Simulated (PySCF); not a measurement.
## Radial density of In (indium, neutral)

wB97M-V, [Kr] 4d10 5s2 5p1, 2P determinant. Calculation: PySCF 2.14, in x2c-TZVPPall with one added diffuse shell each of s, p, d, f type (9s7p5d3f, 76 functions); scalar relativity by spin-free X2C-1e.

```json
{"r (bohr)": "0.0272", "4πr²ρ (e/bohr)": "60.09", "4πr²(ρα − ρβ)": "0.0022"}
{"r (bohr)": "0.0458", "4πr²ρ (e/bohr)": "54.84", "4πr²(ρα − ρβ)": "0.0062"}
{"r (bohr)": "0.0770", "4πr²ρ (e/bohr)": "76.69", "4πr²(ρα − ρβ)": "0.0061"}
{"r (bohr)": "0.129", "4πr²ρ (e/bohr)": "66.90", "4πr²(ρα − ρβ)": "-0.0047"}
{"r (bohr)": "0.218", "4πr²ρ (e/bohr)": "59.64", "4πr²(ρα − ρβ)": "0.0065"}
{"r (bohr)": "0.366", "4πr²ρ (e/bohr)": "49.59", "4πr²(ρα − ρβ)": "0.0020"}
{"r (bohr)": "0.616", "4πr²ρ (e/bohr)": "19.05", "4πr²(ρα − ρβ)": "0.0222"}
{"r (bohr)": "1.04", "4πr²ρ (e/bohr)": "18.03", "4πr²(ρα − ρβ)": "-0.0162"}
{"r (bohr)": "1.74", "4πr²ρ (e/bohr)": "4.408", "4πr²(ρα − ρβ)": "0.1346"}
{"r (bohr)": "2.93", "4πr²ρ (e/bohr)": "1.205", "4πr²(ρα − ρβ)": "0.3224"}
{"r (bohr)": "4.93", "4πr²ρ (e/bohr)": "0.2080", "4πr²(ρα − ρβ)": "0.1326"}
{"r (bohr)": "8.30", "4πr²ρ (e/bohr)": "0.01078", "4πr²(ρα − ρβ)": "0.0100"}
{"r (bohr)": "14.0", "4πr²ρ (e/bohr)": "6.817e-05", "4πr²(ρα − ρβ)": "0.0001"}
```

Densities and radii are taken from the X2C orbitals without a picture-change correction, which distorts them close to the nucleus.

(1) Where is the radial spin density 4πr²(ρα − ρβ) most negative, and why is it negative at all?

Results:

(1) Around r = 1.04 bohr, down to -0.0162 e/bohr: exchange with the open shell polarises the paired shells in an unrestricted calculation.
